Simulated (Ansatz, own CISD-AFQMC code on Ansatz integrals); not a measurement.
C2H6Si, SMILES `CC=[SiH2]` (charge 0, multiplicity 1).

Cartesian coordinates (Å):
SMILES: C(C)=[SiH2]
```xyz
9

C     -1.2714     0.2133    -0.1256
C     -0.0040    -0.3787     0.4170
Si     1.5949    -0.0466    -0.0859
H     -1.0836     0.9278    -0.9290
H     -1.9338    -0.5635    -0.5215
H     -1.8320     0.7350     0.6571
H     -0.1281    -1.0995     1.2208
H      2.7608    -0.6992     0.5326
H      1.8972     0.9113    -1.1656
```
Charge 0, spin multiplicity 1.

Frozen-core correlation energies in cc-pVDZ at a geometry from B3LYP-D3(BJ)/def2-TZVP, on an HF energy of -368.09482 Ha (<S^2> = 0.00, restricted and unstable towards unrestricted orbitals). Wave-function levels are from Ansatz, the walk from an own CISD-AFQMC code on Ansatz integrals (time step 0.005/Ha, trial state from CCSD amplitudes, largest double 0.14).

```tsv
level	correlation energy (mHa)
MP2	-387.7
CCSD	-433.7
CCSD(T)	-448.6
```

What correlation energy does phaseless AFQMC give, and where does it lie among these levels?

-450.2 ± 0.4 mHa (one standard error). AFQMC minus each level: MP2 -62.5 mHa, CCSD -16.5 mHa, CCSD(T) -1.6 mHa.
